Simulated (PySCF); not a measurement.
Species: C5H5FNO (doublet state).
Structure used (GFN2-xTB), in Å, numbered top down from 1:
```
atom  x, y, z in Å
C1     2.1725    0.3153    0.0840
N2     1.2385   -0.6108   -0.4513
C3    -0.0434   -0.4120   -0.2656
C4    -1.0432   -1.2626   -0.7655
O5    -2.2637   -0.8237   -0.4247
C6    -2.0701    0.3001    0.2926
F7    -3.1691    0.8943    0.7344
C8    -0.7754    0.6314    0.4415
H9     2.2777    0.1655    1.1657
H10    1.8835    1.3615   -0.0709
H11    3.1396    0.1260   -0.3808
H12   -0.9694   -2.1558   -1.3503
H13   -0.3819    1.4713    0.9731
```

The hyperfine couplings belong to this conformer and change with its torsions.

The species is `C[N]c1coc(F)c1` [radical].

Method: PySCF, UKS B3LYP, pcH-1 on C F H N O, non-relativistic, mean-field spin-orbit, GIAO. Geometry: GFN2-xTB, one conformer, isolated molecule. GFN2-xTB frequencies show an imaginary mode (32i cm⁻¹), so this geometry is no minimum at that level. The geometry wasn't refined by DFT: couplings that depend on bond lengths, twists or pyramidal angles can differ widely from those at the functional's own minimum. Stability of the SCF solution: not tested. ⟨S²⟩ is 0.774 where a pure state has 0.75.

(1) Give the principal g shifts and their parts.

(2) What effective moment and Curie constant follow for a powder?

(3) Average each term over the three axes. Which is largest in size?

(4) In a frozen sample, at which fields do the three g values resonate at 9.5, 34, 94 and 263 GHz (hyperfine left aside), and which band first spreads them over more than twice a line width of 0.3 mT?

Answers

(1) 
| Δg (ppm) | 1 | 2 | 3 |
| --- | --- | --- | --- |
| relativistic mass correction | -202 | -202 | -202 |
| gauge correction | -10 | 46 | 38 |
| orbital Zeeman/spin–orbit | -5 | 1512 | 3359 |
| total | -218 | 1356 | 3195 |

So g = 2.00210, 2.00368, 2.00551 and g_iso = 2.00376; the tensor is rhombic: the two nearest values differ by 46 % of g3 − g1. Axes: g2 points within 5° of the C3–C8 bond.

(2) With the mean of g² = 4.0151 and S(S+1) = 0.75: μ_eff = √(⟨g²⟩S(S+1)) = 1.735 μB and χT = 0.12505·⟨g²⟩·S(S+1) = 0.377 cm³ K/mol (cgs; spin-Hamiltonian part alone).

(3) The orbital-Zeeman/spin–orbit term 1622, the mass correction -202 and the gauge correction 25 ppm, for a total of 1444 ppm. The orbital-Zeeman/spin–orbit term is the largest in size. The mass correction is the same along every axis, so the anisotropy comes from the other two: their spans along these axes are 57 (gauge) and 3364 ppm (orbital Zeeman/spin–orbit).

(4) 
```json
{"band": "X", "GHz": "9.5", "B(g3) mT": "338.44", "B(g2) mT": "338.75", "B(g1) mT": "339.02", "spread mT": "0.58"}
{"band": "Q", "GHz": "34.0", "B(g3) mT": "1211.27", "B(g2) mT": "1212.38", "B(g1) mT": "1213.34", "spread mT": "2.06"}
{"band": "W", "GHz": "94.0", "B(g3) mT": "3348.81", "B(g2) mT": "3351.88", "B(g1) mT": "3354.52", "spread mT": "5.71"}
{"band": "J", "GHz": "263.0", "B(g3) mT": "9369.55", "B(g2) mT": "9378.14", "B(g1) mT": "9385.52", "spread mT": "15.97"}
```

The spread grows in proportion to the frequency. Q band is the first where it exceeds 0.6 mT.

Largest spin populations (Mulliken): N2 (+0.57), C4 (+0.54) and C3 (-0.17). The positive populations add up to 1.26 and the negative ones to -0.26, together 2S = 1.

The HOMO–LUMO gaps are 5.57 eV among the α and 4.13 eV among the β orbitals.
